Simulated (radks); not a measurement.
Spherical quantum dot in the effective-mass picture: electrons in a parabolic well V = omega^2 r^2 / 2 with omega = 1.15, all in effective atomic units (hartree* = m*/eps^2 hartree, bohr* = eps/m* bohr), one dielectric constant everywhere. Method: non-relativistic Kohn-Sham, exchange-only LDA, spin-polarised, spherical densities; computed with a radial shooting solver with Libxc functionals. Levels are named by radial order and angular momentum (1s, 1p, 1d, 2s, ...), and open shells are averaged over m. Results are scaled to m* = 0.03 and eps = 14.9, for which hartree* = 3.677 meV and bohr* = 26.28 nm.

N = 25, configuration 1s2 1p6 1d10 2s2 1f(up 5, down 0). This is the lowest configuration that the search found. Occupied and some empty levels:

level    occupation  eigenvalue (meV)  <r> (nm)
1s up             1            48.573     42.47
1s down           1            48.723     41.50
1p up             3            50.391     52.83
1p down           3            50.623     52.21
1d up             5            52.471     60.05
1d down           5            52.752     59.74
2s up             1            52.981     51.68
2s down           1            53.175     52.06
1f up             5            54.785     65.72
1f down           0            55.089     65.63
2p up             0            55.571     58.06
2p down           0            55.764     58.27
1g up             0            57.304     70.51
1g down           0            57.614     70.56
2d up             0            58.290     63.98
2d down           0            58.493     64.06

Energy (meV): total 846.742, kinetic 98.194, external 314.98, Hartree 472.90, exchange-correlation -39.327.
